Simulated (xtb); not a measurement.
xtb input:

```bash
xtb mol.xyz --gfn 2 --ohess tight --chrg -1 --uhf 0
```
mol.xyz:
```
5

C     -0.67667040    -0.11682735    -0.15186331
N      0.78403696    -0.15402717    -0.11686830
C      1.93872735    -0.14168239    -0.08700377
H     -1.03021494    -0.43104310     0.80949892
H     -1.03628222     0.90383126    -0.37212951
```

Q: Which total energy does the run end on?

A: -8.26585 Eh (GFN2-xTB).

It need not be the lowest isomer of its formula. Whether it binds its extra electron was not tested at this geometry.
